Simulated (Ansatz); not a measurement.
The cluster In₃ was relaxed with r2SCAN-D4 (def2-SVP, def2-SVPD) in Ansatz in these states: charge -1 singlet, neutral quartet. The geometries follow in no particular order.

In the def2 sets In takes a core potential; there is no spin–orbit coupling.

A:

```xyz
3

In    0.4110    1.0854    1.1997
In    1.1079   -0.3954   -1.1843
In   -1.5189   -0.6901   -0.0154
```

B:

```
atom   x (Å)   y (Å)   z (Å)
 In1   0.856   0.087   1.736
 In2  -1.786   0.436  -0.611
 In3   0.931  -0.523  -1.125
```

Judge from the bond lengths which geometry belongs to which state (an estimate).

A is the charge -1 singlet (In1–In2 2.892 Å, In2–In3 2.890 Å, In1–In3 2.890 Å); B is the neutral quartet (In1–In2 3.551 Å, In2–In3 2.927 Å, In1–In3 2.927 Å).

At r2SCAN-D4/def2-SVPD the highest occupied level of the relaxed charge -1 singlet lies above zero (up to 0.24 eV). The electron is either unbound and held by the finite basis, or the level is raised by self-interaction error. These are the stationary points nearest to one start from a short search; other shapes may lie lower in each state.
